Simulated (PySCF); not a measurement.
tin monoxide cation (OSn), SMILES [Sn]=[O] (connectivity only; charge and spin as stated), charge +1, multiplicity 2.

Geometry: B3LYP-D3(BJ)/def2-TZVP. The spin state was assumed, not searched. The def2 effective core potentials stand for the cores of Sn; spin–orbit coupling is left out.

These are PySCF with B3LYP-D3(BJ)/def2-TZVP values and carry that method's errors.

Frequencies are harmonic and unscaled.

```csv
mode,ν (cm⁻¹),IR (km/mol),moving atoms (share of kinetic energy)
1,629,50.9,"O 88 %, Sn 12 %"
```
